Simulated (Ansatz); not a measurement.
C$_{2}$H$_{7}$AsO (`OCC[AsH2]`). Total charge 0; spin multiplicity 1.

| atom | x (Å) | y (Å) | z (Å) |
| --- | --- | --- | --- |
| O1 | -0.2198 | 0.7812 | -1.4034 |
| C2 | 0.7382 | 0.2449 | -0.5152 |
| C3 | 0.1885 | 0.3069 | 0.8887 |
| As4 | -1.4078 | -0.7999 | 1.2656 |
| H5 | 0.1058 | 0.6864 | -2.3008 |
| H6 | 1.6715 | 0.8266 | -0.5630 |
| H7 | 0.9800 | -0.7954 | -0.7737 |
| H8 | -0.0773 | 1.3375 | 1.1384 |
| H9 | 0.9555 | -0.0100 | 1.5994 |
| H10 | -0.8125 | -2.0877 | 0.7029 |
| H11 | -2.1223 | -0.4904 | -0.0389 |

Task: List the harmonic frequencies (cm⁻¹, unscaled) at PBE0-D4/def2-TZVP in Ansatz. (Best estimate.)

Result: The calculation gave: 106, 145, 216, 262, 435, 540, 619, 749, 873, 961, 995, 1033, 1110, 1173, 1225, 1293, 1309, 1434, 1450, 1511, 2190, 2236, 2979, 3018, 3073, 3125, 3882.

Task: Is this a minimum?

Result: Yes, all 27 modes are real.

Task: Give the ideal-gas thermochemistry at 298.15 K and 1 bar (rigid rotor, harmonic oscillator; point group C1, symmetry number 1).

Result: Zero-point energy 226.9 kJ/mol; H(298) − E = 245.7 kJ/mol; entropy 331.1 J/(mol·K), of which translation 168.8, rotation 110.1, vibration 52.2; G(298) − E = 147.0 kJ/mol.
